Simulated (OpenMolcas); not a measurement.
Computed levels of 5s2 5p in ions with 49 electrons, in cm-1 above 2P* 1/2.

| Item | Value |
| --- | --- |
| Program | OpenMolcas |
| Method | MS-RASPT2, IPEA 0.25 Eh, imaginary shift 0.1 Eh |
| Basis | ANO-RCC-VTZP |
| Scalar Hamiltonian | DKH2, point nucleus |
| Spin-orbit coupling | RASSI with atomic mean-field integrals over the reference wave functions, term energies averaged over their components |

Active space for each ion: 3 electrons in 9 orbitals (RAS2 5s 5p; RAS3 5d, at most 2 electrons); closed shells correlated by CASPT2: 4d.

| Level | Te3+ | Xe5+ |
| --- | --- | --- |
| 2P* 3/2 | 8270 | 13780 |

Q: Estimate 2P* 3/2 for I4+ from its neighbours Te3+ and Xe5+.

A: 2P* 3/2 is fine structure, which grows about as the fourth power of a screened charge, so the fourth roots are averaged: ((8270^0.25 + 13780^0.25) / 2)^4 = 10762. The calculation gives 11110, so the estimate is off by -3.1 %.

Active for correlation alone: 5d; no level in the range computed is led by a configuration that fills it, so any true level of that kind is missing. Levels of configurations outside the active space are missing.

* marks odd parity.
